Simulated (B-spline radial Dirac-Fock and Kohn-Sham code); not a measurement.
## How the levels of gold move as electrons are removed

The computed values come from an atomic code on a B-spline grid: multi-electron Dirac-Fock with separately optimised hole states, Breit and Lamb-shift corrections added in first order. Each ion is free and in its tabulated ground configuration. Electron correlation is not included.

Reference: Au¹⁴⁺, [Kr] 4d10 4f14 5s2 5p3, with L2 14039.0 eV, M2 3453.5 eV, M4 2592.0 eV, N1 1061.6 eV, N3 843.6 eV, Kα1 (K-L3) 68803.2 eV, Kβ1 (K-M3) 77978.8 eV, Lα1 (L3-M5) 9717.7 eV. Shifts from it, in eV (a dash: the subshell is empty, belongs to an open shell averaged over j, or its hole state is left out as unreliable):

```csv
ion,configuration,L2,M2,M4,N1,N3,Kα1,Kβ1,Lα1
Au¹⁵⁺,[Kr] 4d10 4f14 5s2 5p2,+31.0,+29.8,+29.7,+28.5,+28.3,+1.26,+2.45,+0.97
Au¹⁶⁺,[Kr] 4d10 4f14 5s2 5p1,+62.6,+60.0,+60.1,+57.6,+57.1,+2.59,+5.05,+2.01
Au¹⁷⁺,[Kr] 4d10 4f14 5s2,+94.8,+90.8,+91.0,+87.2,+86.4,+4.01,+7.82,+3.11
Au²¹⁺,[Kr] 4d10 4f12,+265.4,+260.5,+260.8,+242.3,+239.7,+4.85,+9.89,+3.98
Au²²⁺,[Kr] 4d10 4f11,+318.2,+314.4,+314.6,+290.2,+286.1,+3.74,+8.11,+3.33
Au²³⁺,[Kr] 4d10 4f10,+372.7,+369.9,+369.8,+339.0,+333.5,+2.58,+6.32,+2.72
Au²⁴⁺,[Kr] 4d10 4f9,+428.7,+426.9,+426.6,+388.9,+381.8,+1.35,+4.55,+2.16
Au²⁵⁺,[Kr] 4d10 4f8,+486.3,+485.4,+485.0,+439.7,+431.0,+0.06,+2.80,+1.66
```

Over this range L2 (2p1/2) moves by +486.3 eV and Kα1 by +0.1 eV: a line is a difference of two levels that shift in the same direction.
